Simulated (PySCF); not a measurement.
33S chemical shifts

Computational details: NMR shieldings at PBE0/pcSseg-1/GIAO, geometry: GFN2-xTB, in PySCF (fast rotation and ring inversion assumed for equivalent nuclei, in vacuum, a single conformation, non-relativistic).

Shieldings were converted by a linear fit to measured shifts: 33S: δ = 158.28 − 0.937σ (rms 33.3 ppm, 20 shifts vs sulfate, solution or neat liquid). A few per cent of atoms miss by over 2 rms, more outside the fitted compound classes.

(1) Give the 33S shifts of `CC[Si@@H](Cl)SCC1CC1`.

(2) Match the shifts 620, -415, -609 ppm to `C[SiH2][C@H](F)C#C[SiH2]S[SiH3]`, `C=N[SiH2][C@H](C)CC(C)=S`, `C=C(C)[Si@@H](Cl)SCCC`.

## Answers

(1) 
```json
{"compound": "CC[Si@@H](Cl)SCC1CC1", "environment": "sulfur bonded to C, Si", "δ (ppm)": "-389"}
```

(2) 620: C=N[SiH2][C@H](C)CC(C)=S (thione sulfur); -415: C=C(C)[Si@@H](Cl)SCCC (sulfur bonded to C, Si); -609: C[SiH2][C@H](F)C#C[SiH2]S[SiH3] (sulfur bonded to 2 Si).
